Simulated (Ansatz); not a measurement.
Reaction (formal exchange of groups at a B–O bond): `BO[SiH2]S[SiH3]` + `B[SiH2]F` → `BB[SiH2]F` + `O[SiH2]S[SiH3]`

Computed with Ansatz on PBE0-D4/def2-TZVP structures; ΔE is electronic, products minus reactants. CCSD(T)/CBS adds triple-zeta CCSD(T) − MP2 to the extrapolated MP2 energy (def2 sets, frozen cores). Functionals use def2-TZVPP. Each species was taken in one conformer, which may not be the lowest.

**Question.** Is it downhill or uphill in electronic energy at CCSD(T)/CBS, and by how much? (Estimate.)

**Answer.** Ansatz gave: Uphill: ΔE = +1.24 eV.

**Question.** What do these levels give: ωB97M-V, MP2/def2-TZVPP, SCS-MP2/def2-TZVPP, HF/def2-QZVPP, MP2/def2-QZVPP, HF/CBS(def2)? (An estimate is asked.)

**Answer.** The calculation gave: ωB97M-V 1.21, MP2/def2-TZVPP 1.30, SCS-MP2/def2-TZVPP 1.34, HF/def2-QZVPP 1.41, MP2/def2-QZVPP 1.30, HF/CBS(def2) 1.41 eV.

Largest T1 diagnostic among the species: 0.014.

In def2-TZVPP, CCSD(T) changes the Hartree–Fock value by −0.14 eV (the triples alone add −0.01 eV) and MP2 by −0.09 eV. From PBE to PBE0 (25 % exact exchange), in def2-TZVPP and without D4, ΔE moves by +0.08 eV.
